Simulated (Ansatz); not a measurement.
ClH₅NSi₂ (`N[Si]([SiH3])Cl`) radical. Charge 0, multiplicity 2.

```xyz
9

N     1.197   -0.498   -1.272
Si    0.623   -0.751    0.328
Si   -0.941    0.916    0.899
Cl   -0.318   -2.599    0.269
H     1.502   -1.279   -1.833
H     1.691    0.349   -1.506
H    -2.148    0.910    0.027
H    -1.346    0.718    2.314
H    -0.259    2.234    0.774
```

Question: Give the diagnostics of a CCSD(T)/def2-TZVPP run (frozen core, Ansatz 0.2.0). (Estimate.)

Answer: The calculation gave: T1 = 0.0150, largest single amplitude 0.031, largest double 0.017, (T) share of the correlation energy 3.9 %, 11 CCSD cycles. ⟨S²⟩ of the UHF reference is 0.763 against 0.75 for a pure state. T1 lies under the customary mark of 0.045 for open shells.
